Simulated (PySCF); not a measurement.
Species: C6H10ClF.
Structure used (GFN2-xTB), in Å, numbered top down from 1:
```xyz
18
C6H10ClF angstrom
C     -1.210   -1.143   -0.052
C     -0.512    0.200   -0.084
C     -1.367    1.326    0.455
C      0.416    0.505   -1.232
F      0.434    1.759   -1.758
C      0.986    0.262    0.140
C      1.832   -0.956    0.415
Cl     1.615    1.666    1.016
H     -0.640   -1.909   -0.569
H     -2.182   -1.061   -0.533
H     -1.362   -1.460    0.978
H     -0.904    2.291    0.272
H     -1.510    1.204    1.527
H     -2.341    1.316   -0.031
H      0.592   -0.225   -2.014
H      1.548   -1.781   -0.232
H      1.717   -1.264    1.452
H      2.880   -0.723    0.238
```

Method used: TDDFT PBE0/def2-SVPD, vertical, gas phase, core orbitals frozen in the response in PySCF 2.14.0, density-fitted response routines.

Kohn–Sham orbitals with the atoms that hold most of them (Löwdin shares over 4%, at most four atoms; ? is withheld):

```csv
orbital,ε (eV),atoms
HOMO-3,-9.54,"Cl8 48%, C6 14%, F5 8%, C7 7%"
HOMO-2,-8.88,"Cl8 58%, C7 6%, C6 5%, C2 5%"
HOMO-1,-7.91,?
HOMO,-7.69,"Cl8 36%, C6 22%, C4 12%, C2 10%"
LUMO,0.20,?
LUMO+1,0.63,"C1 15%, Cl8 14%, C7 11%, H11 8%"
LUMO+2,1.30,"C7 13%, H14 10%, Cl8 10%, C3 10%"
```

**Question.** Give the leading atoms of the HOMO-1.

**Answer.** Cl8 (bonded to C) 21%; C2 (bonded to 4 C) 20%; C4 (bonded to 2 C, F and H) 18%; F5 (bonded to C) 11%. By element: carbon 38% or more, chlorine 21%, fluorine 11%.

**Question.** Give the leading atoms of the LUMO.

**Answer.** Cl8 (bonded to C) 35%; C6 (bonded to 3 C and Cl) 16%; C4 (bonded to 2 C, F and H) 11%; H15 (bonded to C) 6%. By element: chlorine 35%, carbon 27% or more, hydrogen 6% or more.

**Question.** The HOMO–LUMO gap is 7.89 eV. Where does the response calculation put the lowest singlet, and from which orbitals?

**Answer.** S1 is at 6.38 eV (f = 0.0045), 1.51 eV below the gap, made of HOMO→LUMO (90%). Without the coupling terms of the response equations the lowest excitation would equal the gap.

**Question.** Give energy, strength and leading configuration of S1, S2, S3, S4 and S5, and follow the Löwdin shares of the leading atoms from the occupied to the empty orbital.

**Answer.** 
- S1 (6.38 eV, f 0.0045), HOMO→LUMO (90%): Cl8 36% → 35%, C6 22% → 16%
- S2 (6.68 eV, f 0.0064), HOMO-1→LUMO (91%): Cl8 21% → 35%, C2 20% → at most 6%, C6 at most 11% → 16%
- S3 (7.26 eV, f 0.019), HOMO→LUMO+1 (89%): Cl8 36% → 14%, C6 22% → at most 9%, C1 at most 10% → 15%
- S4 (7.46 eV, f 0.014), HOMO-1→LUMO+1 (82%): Cl8 21% → 14%, C2 20% → at most 9%, C1 at most 11% → 15%
- S5 (7.63 eV, f 0.012), HOMO-2→LUMO (78%): Cl8 58% → 35%, C7 6% → at most 6%, C6 5% → 16%
